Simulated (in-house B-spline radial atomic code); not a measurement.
**Ionising Ti³⁺ with different functionals**

Computed with a B-spline radial code for spherical atoms: non-relativistic Hamiltonian, point nucleus, spin-polarised at highest spin, spherical fractional occupations for the functionals, and exact exchange of hybrids averaged over the configuration. The ionisation energy is the difference of two self-consistent energies, [Ar] 3d1 → [Ne] 3s2 3p6, without Breit or QED terms; ε is the level of the shell that loses the electron (its least bound occupied spin orbital).

| method | rung | ΔSCF (eV) | -ε(3d) (eV) |
| --- | --- | --- | --- |
| PBE0 | global hybrid | 43.71 | 37.63 |
| B3LYP | global hybrid | 43.87 | 37.30 |
| TPSSh | global hybrid | 43.53 | 36.08 |
| M06-2X | global hybrid | 43.69 | 40.23 |
| BHandHLYP | global hybrid | 43.63 | 39.85 |
| r2SCAN0 | global hybrid | 43.31 | 37.37 |
| B97-1 | global hybrid | 43.63 | 37.14 |
| HSE06 | range-separated hybrid | 43.70 | 37.20 |
| wB97X | range-separated hybrid | 43.45 | 39.99 |
| CAM-B3LYP | range-separated hybrid | 43.87 | 39.26 |
| LC-wPBE | range-separated hybrid | 43.86 | 40.60 |

Q: Among the functionals, which spreads more, the ΔSCF values or the orbital energies?

A: The orbital energies: ΔSCF values span about 0.56 eV and the orbital energies 4.52 eV; here energy differences depend much less on the functional than eigenvalues do.

Q: How do they compare with the NIST value?

A: NIST lists 43.267 eV (measured, ground level to ground level). Errors run from +0.04 to +0.60 eV; r2SCAN0 is closest (+0.04 eV), but part of that can be cancellation, since the calculations leave out relativity, Breit-QED terms, multiplet and fine-structure energies.
